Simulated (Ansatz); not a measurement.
Steps of a relaxation of FH₃MoO₃S (`[OH][Mo]([OH])([OH])([F])=[S]`) with RKS PBE-D4/def2-SVP.

```sh
$ ansatz run in.yaml --threads 4 --pin off --events-out ev --progress --plain --max-ram 11315MiB
```

```yaml
crystal:
  periodic: [false, false, false]
  atoms:
    - {symbol: O, position_ang: [1.357500, -0.965000, -0.055800]}
    - {symbol: Mo, position_ang: [-0.548700, 0.245800, 0.060500]}
    - {symbol: O, position_ang: [-1.013900, -0.523500, 1.921000]}
    - {symbol: O, position_ang: [-0.273000, -0.361100, -1.810900]}
    - {symbol: F, position_ang: [0.082600, 1.917400, -0.962900]}
    - {symbol: S, position_ang: [-0.548200, 1.975200, 1.331000]}
    - {symbol: H, position_ang: [2.028600, -0.358100, 0.382300]}
    - {symbol: H, position_ang: [-0.937600, -1.497200, 1.815900]}
    - {symbol: H, position_ang: [-0.058900, -0.479900, -2.698100]}
basis:
  gaussian: {orbitals: def2-SVP}
hamiltonian: {xc: pbe, dispersion: d4}
relax: {f_tol: 0.03, max_steps: 200}
```

Positions (Å) and forces (eV/Å) along the path, 15 of 26 steps:

```xyz
9
step=1 energy=-21575.1347 eV
O     1.357   -0.965   -0.056   -1.482    2.712    1.474
Mo   -0.549    0.246    0.060    4.288   -0.293   -0.907
O    -1.014   -0.523    1.921   -0.141   -0.628   -2.720
O    -0.273   -0.361   -1.811   -3.226    0.048    5.095
F     0.083    1.917   -0.963    0.150   -1.109   -0.819
S    -0.548    1.975    1.331   -0.196    0.322    0.673
H     2.029   -0.358    0.382   -0.556   -0.745   -0.139
H    -0.938   -1.497    1.816    0.200   -0.405    0.274
H    -0.059   -0.480   -2.698    0.963    0.100   -2.930
9
step=2 energy=-21577.3710 eV
O     1.267   -0.836    0.050   -0.162    2.274    1.030
Mo   -0.365    0.277    0.067    1.562   -0.219   -0.682
O    -1.048   -0.593    1.755    0.162   -0.877   -1.968
O    -0.458   -0.359   -1.766   -1.476   -0.647    1.489
F     0.140    1.873   -1.053    0.352   -0.925   -0.471
S    -0.525    2.001    1.352    0.239    0.182    0.521
H     2.048   -0.347    0.439   -0.544   -0.563   -0.070
H    -0.891   -1.573    1.795   -0.119    0.268   -0.107
H    -0.079   -0.491   -2.657   -0.014    0.507    0.258
9
step=3 energy=-21578.4948 eV
O     1.256   -0.672    0.111    2.211    0.322    0.695
Mo   -0.288    0.290    0.057   -0.926    1.384    0.056
O    -1.069   -0.645    1.569   -0.066   -1.245   -0.808
O    -0.596   -0.445   -1.670   -0.510   -0.724   -0.519
F     0.217    1.778   -1.135    0.350   -0.631   -0.382
S    -0.458    2.002    1.386    0.261    0.193    0.122
H     2.080   -0.299    0.514   -0.387   -0.257   -0.008
H    -0.902   -1.616    1.722   -0.246    0.515   -0.399
H    -0.152   -0.440   -2.572   -0.686    0.444    1.244
9
step=5 energy=-21579.8449 eV
O     1.456   -0.482    0.231    0.388   -0.059    0.165
Mo   -0.176    0.351    0.095    0.015    0.129   -0.318
O    -1.125   -0.768    1.297    0.181   -0.271   -0.157
O    -0.835   -0.582   -1.473   -0.083    0.154   -0.322
F     0.371    1.557   -1.311    0.133   -0.322   -0.105
S    -0.384    2.080    1.364   -0.097    0.016   -0.108
H     2.238   -0.157    0.708    0.191    0.190    0.228
H    -1.012   -1.733    1.430   -0.207    0.122   -0.405
H    -0.445   -0.313   -2.357   -0.521    0.042    1.022
9
step=7 energy=-21580.4166 eV
O     1.629   -0.405    0.343    0.172    0.092    0.146
Mo   -0.055    0.341    0.104   -0.130   -0.074   -0.391
O    -1.000   -0.820    1.243   -0.190   -1.499   -0.118
O    -1.065   -0.542   -1.309    0.036    0.230    0.355
F     0.527    1.320   -1.440    0.098   -0.185    0.088
S    -0.462    2.095    1.261    0.003   -0.080   -0.182
H     2.361   -0.018    0.861    0.007    0.071    0.046
H    -1.157   -1.804    1.078    0.182    1.396   -0.030
H    -0.690   -0.213   -2.157   -0.179    0.050    0.087
9
step=8 energy=-21580.5763 eV
O     1.679   -0.378    0.428    0.151    0.056    0.058
Mo   -0.018    0.320    0.085   -0.190   -0.016   -0.065
O    -0.932   -0.885    1.203   -0.096   -0.932   -0.026
O    -1.201   -0.443   -1.243    0.136    0.157   -0.001
F     0.651    1.173   -1.491    0.006   -0.171    0.092
S    -0.475    2.097    1.171    0.021   -0.134   -0.155
H     2.354    0.055    0.985    0.008    0.052    0.016
H    -1.101   -1.839    0.963    0.112    0.935    0.066
H    -0.867   -0.145   -2.118   -0.148    0.054    0.016
9
step=9 energy=-21580.6425 eV
O     1.742   -0.342    0.490    0.000    0.091    0.160
Mo    0.007    0.261    0.082    0.144    0.102   -0.151
O    -0.888   -0.946    1.215    0.007   -0.178   -0.105
O    -1.243   -0.399   -1.237    0.099    0.206   -0.201
F     0.728    1.031   -1.510   -0.017   -0.053    0.036
S    -0.477    2.058    1.096    0.010    0.034   -0.037
H     2.369    0.157    1.056   -0.133   -0.054   -0.123
H    -1.131   -1.845    0.915   -0.026    0.027   -0.012
H    -1.017   -0.020   -2.124   -0.084   -0.176    0.434
9
step=10 energy=-21580.6372 eV rejected
O     1.741   -0.311    0.633    0.165    0.057   -0.101
Mo    0.039    0.259    0.062   -0.236   -0.389    0.190
O    -0.807   -1.030    1.137   -0.026    0.029    0.143
O    -1.365   -0.266   -1.161    0.169   -0.061   -0.198
F     0.807    0.856   -1.561    0.039    0.027    0.012
S    -0.446    2.071    1.027   -0.001    0.182    0.086
H     2.367    0.257    1.122    0.002    0.027   -0.064
H    -1.104   -1.896    0.796   -0.055    0.079   -0.051
H    -1.143    0.014   -2.073   -0.058    0.048   -0.017
9
step=12 energy=-21580.6786 eV
O     1.742   -0.329    0.606    0.204    0.156    0.176
Mo    0.022    0.240    0.102   -0.013   -0.094    0.128
O    -0.864   -1.024    1.177    0.021   -0.034   -0.033
O    -1.280   -0.358   -1.191   -0.022    0.003   -0.022
F     0.794    0.928   -1.490   -0.001    0.024   -0.056
S    -0.454    2.064    1.070   -0.021    0.014    0.003
H     2.408    0.294    0.969   -0.161   -0.154   -0.154
H    -1.219   -1.861    0.815   -0.006    0.079    0.000
H    -1.061    0.000   -2.075   -0.001    0.005   -0.041
9
step=17 energy=-21580.7036 eV
O     1.713   -0.293    0.753    0.428    0.347   -0.047
Mo    0.000    0.224    0.166   -0.119   -0.058   -0.037
O    -0.892   -1.069    1.183   -0.027   -0.003    0.019
O    -1.263   -0.330   -1.185    0.093    0.049   -0.087
F     0.860    0.899   -1.393    0.045   -0.019    0.005
S    -0.527    2.068    1.072   -0.018   -0.004    0.039
H     2.484    0.320    0.666   -0.386   -0.338    0.029
H    -1.297   -1.867    0.785    0.044    0.040    0.032
H    -0.987    0.002   -2.065   -0.061   -0.015    0.047
9
step=18 energy=-21580.7103 eV
O     1.698   -0.285    0.773    0.343    0.280   -0.073
Mo   -0.012    0.228    0.169   -0.105   -0.109   -0.025
O    -0.911   -1.053    1.194   -0.036   -0.080   -0.047
O    -1.252   -0.330   -1.202    0.087    0.114   -0.019
F     0.881    0.891   -1.378    0.028    0.019    0.023
S    -0.548    2.069    1.080   -0.011    0.006   -0.024
H     2.481    0.294    0.617   -0.336   -0.277    0.050
H    -1.262   -1.883    0.807    0.066    0.090    0.064
H    -0.985    0.024   -2.077   -0.036   -0.043    0.051
9
step=23 energy=-21580.7514 eV
O     1.584   -0.269    0.869    0.019    0.038   -0.045
Mo   -0.103    0.252    0.163    0.071   -0.051   -0.006
O    -0.964   -1.032    1.211   -0.046    0.093    0.080
O    -1.247   -0.148   -1.301   -0.050   -0.005   -0.014
F     1.019    0.860   -1.268    0.004    0.008    0.013
S    -0.676    2.086    1.060   -0.039    0.027   -0.021
H     2.354    0.086    0.380   -0.005   -0.041    0.021
H    -0.944   -1.995    1.060    0.025   -0.100   -0.037
H    -0.936    0.114   -2.190    0.021    0.031    0.011
9
step=24 energy=-21580.7540 eV
O     1.581   -0.258    0.878   -0.115   -0.018    0.052
Mo   -0.109    0.251    0.167    0.055   -0.005   -0.052
O    -0.968   -1.031    1.222   -0.031   -0.146   -0.013
O    -1.249   -0.140   -1.304    0.006   -0.018    0.031
F     1.023    0.848   -1.261    0.002    0.012   -0.029
S    -0.708    2.090    1.036   -0.002    0.011    0.021
H     2.353    0.045    0.363    0.078    0.026   -0.047
H    -0.906   -1.997    1.064    0.001    0.128    0.028
H    -0.929    0.146   -2.183    0.006    0.011    0.008
9
step=25 energy=-21580.7546 eV
O     1.581   -0.251    0.881    0.036    0.015   -0.031
Mo   -0.108    0.251    0.167    0.012   -0.020    0.006
O    -0.974   -1.030    1.221    0.003    0.043   -0.004
O    -1.247   -0.156   -1.301    0.018    0.019   -0.011
F     1.018    0.846   -1.267   -0.003    0.012   -0.012
S    -0.710    2.090    1.035   -0.003    0.001   -0.002
H     2.362    0.038    0.365   -0.052   -0.018    0.033
H    -0.905   -1.991    1.055   -0.001   -0.043    0.005
H    -0.929    0.155   -2.172   -0.010   -0.010    0.015
9
step=26 energy=-21580.7548 eV
O     1.579   -0.256    0.879    0.003   -0.001    0.000
Mo   -0.108    0.251    0.165   -0.002   -0.006    0.004
O    -0.973   -1.030    1.219    0.002    0.000   -0.003
O    -1.246   -0.152   -1.304   -0.003   -0.001   -0.004
F     1.019    0.852   -1.266    0.001    0.001   -0.001
S    -0.711    2.089    1.033   -0.002    0.004    0.003
H     2.359    0.036    0.367    0.001    0.000    0.001
H    -0.901   -1.994    1.068    0.000    0.003    0.002
H    -0.930    0.158   -2.177   -0.001    0.000   -0.002
```

Run time 50 s (4 threads of an Arm Neoverse V2 on a shared host); peak host memory 0.18 GiB.
